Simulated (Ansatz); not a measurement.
## Nudged elastic band run: BrClGeH$_{4}$

The input (input.yaml):

```yaml
crystal:
  periodic: [false, false, false]
  atoms:
    - { symbol: Ge, position_ang: [0.288906, 0.0, -0.074216] }
    - { symbol: Cl, position_ang: [0.287494, 0.0, 2.111332] }
    - { symbol: H, position_ang: [1.765849, 0.0, -0.485042] }
    - { symbol: H, position_ang: [-0.437215, 1.274818, -0.512525] }
    - { symbol: H, position_ang: [-0.437215, -1.274818, -0.512525] }
    - { symbol: Br, position_ang: [-3.391769, 0.0, 1.437294] }
    - { symbol: H, position_ang: [-2.092351, 0.0, 2.043983] }
basis:
  gaussian: { orbitals: def2-SVP }
hamiltonian:
  xc: pbe0
  dispersion: d4
neb:
  order_check: false
  images: 5
  f_tol: 0.03
  max_iterations: 60
  final_atoms:
    - { symbol: Ge, position_ang: [-0.44783828, 3.66e-06, -0.54623878] }
    - { symbol: Cl, position_ang: [0.09903674, -2.667e-05, 3.46407991] }
    - { symbol: H, position_ang: [0.68076799, 1.974e-05, 0.48643592] }
    - { symbol: H, position_ang: [-0.47057539, 1.26996313, -1.4040052] }
    - { symbol: H, position_ang: [-0.47056494, -1.26997487, -1.4039765] }
    - { symbol: Br, position_ang: [-2.43430467, 1.178e-05, 0.67598895] }
    - { symbol: H, position_ang: [-0.97282246, 3.24e-06, 2.73601669] }
  initial_path:
    images:
      - { positions_ang: [[0.288906, 0.0, -0.074216], [0.287494, 0.0, 2.111332], [1.765849, 0.0, -0.485042], [-0.437215, 1.274818, -0.512525], [-0.437215, -1.274818, -0.512525], [-3.391769, 0.0, 1.437294], [-2.092351, 0.0, 2.043983]] }
      - { positions_ang: [[0.19651399, 0.0, -0.04547749], [0.17783975, 0.0, 2.26803763], [1.67180003, 0.0, -0.4813063], [-0.52728611, 1.27147867, -0.51475026], [-0.52728611, -1.27147867, -0.51475026], [-3.11706097, 0.0, 1.22825527], [-1.89082158, 0.0, 2.06829241]] }
      - { positions_ang: [[0.10412198, 0.0, -0.01673897], [0.06818551, 0.0, 2.42474325], [1.57775105, 0.0, -0.4775706], [-0.61735722, 1.26813933, -0.51697551], [-0.61735722, -1.26813933, -0.51697551], [-2.84235293, 0.0, 1.01921653], [-1.68929217, 0.0, 2.09260182]] }
      - { positions_ang: [[0.01172997, 0.0, 0.01199954], [-0.04146874, 0.0, 2.58144888], [1.48370208, 0.0, -0.4738349], [-0.70742833, 1.2648, -0.51920077], [-0.70742833, -1.2648, -0.51920077], [-2.5676449, 0.0, 0.8101778], [-1.48776275, 0.0, 2.11691122]] }
      - { positions_ang: [[-0.14145944, 1.22e-06, -0.1740799], [0.00536642, -8.89e-06, 2.87565922], [1.21605739, 6.58e-06, -0.15374463], [-0.62847735, 1.26652104, -0.81413558], [-0.62847387, -1.26652496, -0.81412601], [-2.52319816, 3.93e-06, 0.76544818], [-1.31611599, 1.08e-06, 2.32327971]] }
      - { positions_ang: [[-0.29464886, 2.44e-06, -0.36015934], [0.05220158, -1.778e-05, 3.16986957], [0.94841269, 1.316e-05, 0.16634565], [-0.54952637, 1.26824208, -1.10907039], [-0.5495194, -1.26824992, -1.10905126], [-2.47875141, 7.85e-06, 0.72071857], [-1.14446922, 2.16e-06, 2.5296482]] }
      - { positions_ang: [[-0.44783828, 3.66e-06, -0.54623878], [0.09903674, -2.667e-05, 3.46407991], [0.68076799, 1.974e-05, 0.48643592], [-0.47057539, 1.26996313, -1.4040052], [-0.47056494, -1.26997487, -1.4039765], [-2.43430467, 1.178e-05, 0.67598895], [-0.97282246, 3.24e-06, 2.73601669]] }
```

Launched with:

```bash
$ ansatz run input.yaml --threads 2 --pin off --max-ram 3072MiB --backend cpu --events-out ev --progress --plain --runs-dir out
```

Output, in part (warnings, iteration lines, the closing report on the highest movable image, with atoms numbered from 0):

```
NEB end point (image 0): max|allowed force component| = 8.430e-3 eV/Å (the criterion of neb.relax_end_points is 1.000e-2)
NEB end point (image 6): max|allowed force component| = 1.957e-2 eV/Å (the criterion of neb.relax_end_points is 1.000e-2)
NEB iter   1: max|band force component| = 5.157e0 eV/Å  barrier→ = 1.9265 eV  barrier← = 1.9622 eV  Δτ_max = 0.2000 Å  (180 SCF iters)
NEB iter   2: max|band force component| = 1.704e0 eV/Å  barrier→ = 1.6340 eV  barrier← = 1.6697 eV  Δτ_max = 0.2000 Å  (143 SCF iters)
NEB iter   3: max|band force component| = 8.204e-1 eV/Å  barrier→ = 1.4313 eV  barrier← = 1.4671 eV  Δτ_max = 0.1958 Å  (138 SCF iters)
NEB iter   4: max|band force component| = 8.190e-1 eV/Å  barrier→ = 1.3233 eV  barrier← = 1.3590 eV  Δτ_max = 0.0784 Å  (137 SCF iters)
NEB iter   5: max|band force component| = 4.507e-1 eV/Å  barrier→ = 1.3046 eV  barrier← = 1.3403 eV  CI = image 3  Δτ_max = 0.0630 Å  (133 SCF iters)
NEB iter   6: max|band force component| = 1.668e-1 eV/Å  barrier→ = 1.3020 eV  barrier← = 1.3378 eV  CI = image 3  Δτ_max = 0.0161 Å  (130 SCF iters)
NEB iter   7: max|band force component| = 1.097e-1 eV/Å  barrier→ = 1.2990 eV  barrier← = 1.3347 eV  CI = image 3  Δτ_max = 0.0169 Å  (120 SCF iters)
NEB iter   8: max|band force component| = 1.094e-1 eV/Å  barrier→ = 1.2967 eV  barrier← = 1.3324 eV  CI = image 3  Δτ_max = 0.0135 Å  (122 SCF iters)
NEB iter   9: max|band force component| = 3.070e-2 eV/Å  barrier→ = 1.2957 eV  barrier← = 1.3314 eV  CI = image 3  Δτ_max = 0.0072 Å  (116 SCF iters)
NEB iter  10: max|band force component| = 1.434e-2 eV/Å  barrier→ = 1.2956 eV  barrier← = 1.3313 eV  CI = image 3  Δτ_max = 0.0000 Å  (234 SCF iters)
Total energy: -139113.25103368 eV, -5112.3176811395 hartree
Atom 0 at    -0.193215     0.000001    -0.128928 Å, force     0.004349    -0.000000     0.009793 eV/Å
Atom 1 at     0.078548    -0.000005     2.471913 Å, force     0.014657    -0.000001    -0.003427 eV/Å
Atom 2 at     1.342161     0.000004     0.016995 Å, force    -0.004626     0.000000     0.001055 eV/Å
Atom 3 at    -0.610672     1.315854    -0.788424 Å, force    -0.000312     0.012412    -0.003914 eV/Å
Atom 4 at    -0.610669    -1.315858    -0.788416 Å, force    -0.000312    -0.012412    -0.003913 eV/Å
Atom 5 at    -2.671588     0.000006     1.000689 Å, force    -0.003607     0.000000    -0.004853 eV/Å
Atom 6 at    -1.350866    -0.000002     2.224472 Å, force    -0.010150     0.000000     0.005258 eV/Å
Dipole moment:     0.371316    -0.000001    -0.291154 e Å
```

The forces met the threshold. A vibrational analysis at the climbing image gives 2 clearly imaginary modes (356i, 104i cm⁻¹): a point of higher order. A lower path may pass nearby, or the ends, which weren't checked, may share the extra mode. The orbitals stay closed-shell, which can raise the energy where a bond breaks towards radicals; this wasn't checked here.

Final band (atoms are numbered from 1 in the order of the input):

```csv
image,path coordinate (Å),energy (eV),Ge1–Cl2 (Å),Br6–H7 (Å),Ge1–Br6 (Å)
0,0.00,0.00,2.19,1.43,3.98
1,0.54,0.11,2.21,1.45,3.46
2,1.08,0.68,2.32,1.52,3.04
3,1.61,1.30,2.62,1.80,2.72
4,2.22,0.76,3.08,2.04,2.46
5,2.83,0.15,3.54,2.22,2.36
6,3.44,-0.04,4.05,2.53,2.33
```

The run took 2.5 min on 2 threads of Arm Neoverse V1, on a shared host, peak memory 0.26 GiB.
